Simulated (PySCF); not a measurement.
PySCF input for Ag(I) anion (AgI), SMILES [Ag][I] (connectivity only; charge and spin as stated), charge -1, multiplicity 2, PBE-D3(BJ)/def2-TZVPD. Geometry optimised at PBE-D3(BJ)/def2-TZVPD. The spin state was assumed, not searched. The def2 effective core potentials stand for the cores of Ag, I; spin–orbit coupling is left out.

```python
import numpy as np
from pyscf import gto, scf, dft, df
from pyscf.hessian import thermo

mol = gto.M(
    atom='''
    Ag    0.00000000    0.00000000   -1.47682527
    I     0.00000000    0.00000000    1.30963751
    ''',
    basis='def2-TZVPD',
    ecp={'Ag': 'def2-tzvp', 'I': 'def2-tzvp'},
    charge=-1,
    spin=1,
    max_memory=1600,
    verbose=3,
)
mf = dft.UKS(mol, xc='pbe').density_fit(auxbasis='def2-universal-jkfit')
mf.disp = 'd3bj'
mf.grids.level = 3
mf.conv_tol = 1e-11
mf.max_cycle = 100
mf.kernel()
fine, coarse = mf.grids, dft.Grids(mol).set(level=1).build(with_non0tab=True)
for _ in range(3):  # follow internal instabilities
    mf.grids = coarse
    mo, _, stable, _ = mf.stability(return_status=True, nroots=4)
    mf.grids = fine
    if stable:
        break
    mf.kernel(mf.make_rdm1(mo, mf.mo_occ))

# [left out here: the lines that compute and print the analytic Hessian (its translational invariance restored by hand, since the grid's response is missing), thermochemistry and intensities]
```

Output:

```

WARN: HOMO -1.0476354435455 >= LUMO -1.0476354435455


WARN: HOMO 0.305080991743939 >= LUMO 0.305080991743939


WARN: HOMO 0.0809114105066694 >= LUMO 0.0815433028638206

converged SCF energy = -444.806507223701  <S^2> = 0.7519631  2S+1 = 2.0019621
<class 'pyscf.df.df_jk.DFUKS'> wavefunction is stable in the internal stability analysis

WARN: DFTD3 does not support analytical Hessian, using finite difference


WARN: Mole.unit (angstrom) is changed to Bohr

Mode                                 0
Irrep
Freq [cm^-1]                      121.0703
Reduced mass [au]                 115.8529
Force const [Dyne/A]                1.0005
Char temp [K]                     174.1932
Normal mode                   x     y     z
       0  Ag                 0.00  0.00 -0.07
       1   I                 0.00  0.00  0.06
temperature 298.1500 [K]
pressure 101325.00 [Pa]
Rotational constants [GHz] inf 1.11632 1.11632
Symmetry number 1
Zero-point energy (ZPE) 0.00028 [Eh]   724.161 [J/mol]
                           tot       elec      trans        rot        vib
Entropy [J/mol/K]       275.508      5.763    176.824     80.021     12.900
Cv [J/mol/K]             28.868      0.000     12.472      8.314      8.082
Cp [J/mol/K]             37.183      0.000     20.786      8.314      8.082
Internal energy [J/mol]                      3718.434   2478.956   2549.073
Internal energy [Eh]   -444.80318  -444.80651
Enthalpy [J/mol]                             6197.391   2478.956   2549.073
Enthalpy [Eh]          -444.80223
Gibbs free energy [J/mol]                  -46522.688 -21379.194  -1297.112
Gibbs free energy [Eh] -444.83352
mode   freq/cm-1   IR/(km/mol)
   1      121.07        10.262
max |gradient| / (hartree/bohr): 2.7600654345735196e-05
APT charges: [-0.2151 -0.785 ]
```

The run converged.

Cost: roughly 90 core-seconds.
